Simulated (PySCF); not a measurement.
PySCF 2.14 output of an unrestricted LDA calculation on a single atom or ion in aug-cc-pVTZ-DK (8s7p5d3f2g, 93 functions), with scalar relativity by spin-free X2C-1e:

```
SCF conv_tol = 1e-09
number electrons alpha = 15  beta = 11
    P. A. M. Dirac.,  Math. Proc. Cambridge Philos. Soc. 26, 376 (1930)
    F. Bloch.,  Z. Phys. 57, 545 (1929)
    S. H. Vosko, L. Wilk, and M. Nusair.,  Can. J. Phys. 58, 1200 (1980)
cycle= 1 E= -1390.25966826458  delta_E= -0.0179  |g|= 0.201  |ddm|= 1.13
cycle= 2 E= -1390.24199487091  delta_E= 0.0177  |g|= 0.395  |ddm|= 0.431
cycle= 3 E= -1390.26741497234  delta_E= -0.0254  |g|= 0.0196  |ddm|= 0.328
cycle= 4 E= -1390.26750018839  delta_E= -8.52e-05  |g|= 0.000789  |ddm|= 0.0156
cycle= 5 E= -1390.26750029507  delta_E= -1.07e-07  |g|= 2.99e-05  |ddm|= 0.000683
cycle= 6 E= -1390.26750029531  delta_E= -2.43e-10  |g|= 4.01e-06  |ddm|= 5.1e-05
converged SCF energy = -1390.26750029531  <S^2> = 6.0006597  2S+1 = 5.0002639
```

The run itself started from symmetry-adapted Hartree-Fock orbitals and held the occupation by maximum overlap, on a logarithmic radial grid, so the iterations belong to that start.

Task: Which element, charge and spin multiplicity is this?

Result: Co⁺ (cobalt, charge +1), multiplicity 5; the state was [Ar] 3d7 4s1, high-spin 5F determinant (an excited configuration).
